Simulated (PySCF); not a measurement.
Be(I)(GeH3) (BeGeH₃I), SMILES [GeH3][Be][I]. Heavy atoms are numbered as in [Be:1]([I:2])[GeH3:3]. Hydrogens are named by the atom that carries them.

The structure is a stationary point at B3LYP-D3(BJ)/def2-TZVP. The def2 effective core potentials stand for the cores of I; spin–orbit coupling is left out.

Method: CAM-B3LYP/def2-TZVPD (PySCF).

Mulliken values depend strongly on the basis, most of all with diffuse functions as here. ESP charges are fitted to the potential on shells at 1.4 to 2.0 van der Waals radii. Atomic charges (e), one atom of each kind:

```
atom        Mulliken  ESP fit
----------  --------  -------
Be1            -0.11      ___
I2              0.00      ___
Ge3 (GeH3)      0.11      ___
H on Ge3        0.00      ___
```

### Question
Fill in the missing entries. (The exact figures need the calculation; the answer reports its results.)

### Answer

- Be1, ESP fit: 0.28
- I2, ESP fit: -0.16
- Ge3 (GeH3), ESP fit: 0.02
- H on Ge3, ESP fit: -0.05
